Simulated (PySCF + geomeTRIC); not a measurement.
Caution, from a PySCF single point (PBE0-D3(BJ)/def2-TZVPD) at this geometry: the highest occupied level lies above zero, so the state may not be bound.

Species: CH2F, SMILES `[CH2-]F` (charge -1, multiplicity 1).

Give a relaxed geometry from PBE0-D3(BJ)/def2-TZVPD run with PySCF + geomeTRIC.

the end point of this relaxation (outside a Z-matrix the atoms follow the SMILES, hydrogens last).
Cartesian coordinates (Å) in one orientation:
```xyz
4

C     -0.116    -0.006     0.405
F      1.269     0.007    -0.152
H     -0.568    -0.868    -0.139
H     -0.573     0.869    -0.115
```
